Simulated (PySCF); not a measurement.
## Dipole moment and polarisability of `[GeH3][O][GeH3]`

Compound: Ge2H6O.
Structure used (PBE0-D3(BJ)/def2-SVP), in Å, numbered top down from 1:
```xyz
9
Ge2H6O angstrom
Ge     1.5956   -0.2996    0.0359
O      0.0391    0.0895   -0.7212
Ge    -1.5845    0.3165   -0.0429
H      2.3922   -1.1108   -0.9975
H      2.3282    1.0115    0.3828
H      1.3436   -1.1244    1.3166
H     -1.6644   -0.3880    1.3291
H     -2.5736   -0.3086   -1.0397
H     -1.8491    1.8261    0.1137
```

Level: CAM-B3LYP/def2-SVPD (PySCF), static field, nuclei fixed, core orbitals frozen in the response. The polarisability tensor in these axes (au):

```
x   74.02 -2.40  0.40
y   -2.40 62.02  0.24
z    0.40  0.24 60.84
```

Diagonalise the tensor; give its mean and Δα, where Δα² is half the sum of the squared differences of the eigenvalues.

Principal values 60.72, 61.67 and 74.49 au; mean 65.63 au = 9.73 Å³ = 10.82 × 10⁻⁴⁰ C²·m²/J; Δα = 13.32 au (20 % of the mean).

What is the dipole moment, and where does it point?

(-0.05, -0.13, 0.96) D, 0.97 D in size, pointing from the negative to the positive side. Measured along this direction, the outermost atoms are H4 and H8 at the negative end and H7 and H6 at the positive end.

In a dilute gas of rigid molecules at 500 K, how does the orientational term μ²/3kT compare with the electronic polarisability?

In Gaussian units μ²/3kT = 4.51 Å³ against 9.73 Å³, a ratio of 0.46; the Debye molar polarisation (4π/3)N_A(α + μ²/3kT) is 35.9 cm³/mol, leaving out the vibrational part.

Traceless (Buckingham) quadrupole moment about the centre of nuclear charge: eigenvalues?

-2.97, -1.28, 4.25 D·Å. The values depend on the origin, since the dipole doesn't vanish. The electronic extent ⟨r²⟩ about the same centre is 850 bohr², a root-mean-square distance of 1.75 Å for the 78 electrons.

Estimate the molar refractivity from the static electronic polarisability.

Lorentz–Lorenz: R = (4π/3)N_A α = 2.5225 cm³/(mol·Å³) × 9.73 Å³ = 24.5 cm³/mol, in the limit of long wavelengths.

Give the principal axes and the span of the nuclei along them.

Largest value along (0.98, -0.19, 0.03), where the nuclei span 5.03 Å; middle along (0.17, 0.92, 0.35), 2.54 Å; least along (-0.09, -0.33, 0.94), 2.30 Å. The response follows the extents in order.

Isolated species at its PBE0-D3(BJ)/def2-SVP geometry, gas phase. The calculation is non-relativistic, for germanium too.

These values come from a run that also computed excited states and ΔSCF ions. On an Arm Neoverse N1 with one thread, on a shared host, this took 82 s of wall time (grids of density and orbitals included) and 0.71 GiB of memory at its peak.
